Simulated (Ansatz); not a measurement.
Li12, relaxed as a singlet with RKS PBE0/def2-SVP in Ansatz, starting from the GFN1-xTB geometry. Force threshold 0.02 eV/Å.

The structure comes from a short search, and lower isomers may exist.

Start:

```tsv
atom	x (Å)	y (Å)	z (Å)
Li1	1.011	1.860	-1.088
Li2	-0.822	1.685	-2.958
Li3	1.753	-0.588	0.725
Li4	-1.690	0.890	-0.583
Li5	0.374	-0.493	-2.023
Li6	-0.902	-1.502	0.786
Li7	2.922	0.089	-1.533
Li8	-2.870	0.059	1.611
Li9	1.659	1.199	-3.522
Li10	0.762	-1.905	2.818
Li11	-1.794	-1.677	3.230
Li12	-0.403	0.384	2.535
```

```
step  energy (eV)  largest force component (eV/Å)  SCF passes
   1   -2445.6323                           1.174          37
   2   -2446.7636                           0.535          41
   3   -2447.1435                           0.235          42
   4   -2447.2933                           0.078          41
   5   -2447.3120                           0.048          38
   6   -2447.3233                           0.028          40
   7   -2447.3253                           0.005          34
   8   -2447.3255                           0.003          33
   9   -2447.3257                           0.002          34
  10   -2447.3258                           0.003          33
```

Force components are those of the run's own axes.

End:

| atom | x (Å) | y (Å) | z (Å) |
| --- | --- | --- | --- |
| Li1 | 1.1117 | 1.9203 | -0.7689 |
| Li2 | -1.0904 | 2.0353 | -3.1595 |
| Li3 | 1.5235 | -0.6716 | 0.4860 |
| Li4 | -1.5123 | 0.7010 | -0.4705 |
| Li5 | 0.3856 | -0.6755 | -2.1946 |
| Li6 | -1.1010 | -1.9031 | 0.7688 |
| Li7 | 3.5204 | -0.0532 | -1.7114 |
| Li8 | -3.5289 | 0.0191 | 1.6887 |
| Li9 | 1.8324 | 1.5127 | -3.6502 |
| Li10 | 1.0814 | -2.0602 | 3.1470 |
| Li11 | -1.8346 | -1.5083 | 3.6538 |
| Li12 | -0.3878 | 0.6836 | 2.2108 |

Bonds lost: Li1–Li2, Li1–Li7, Li2–Li5, Li5–Li7, Li6–Li8, Li6–Li10, Li8–Li12, Li10–Li12 (atoms count from 1). Bonds formed: Li4–Li12 (atoms count from 1). The end is the same structure that another start reached.

The force fell under the threshold at step 7, but the optimiser went on. No frequencies were taken in this run, so the end may be a saddle point.

It took 31 s on 4 threads of Arm Neoverse V2 on a shared host.
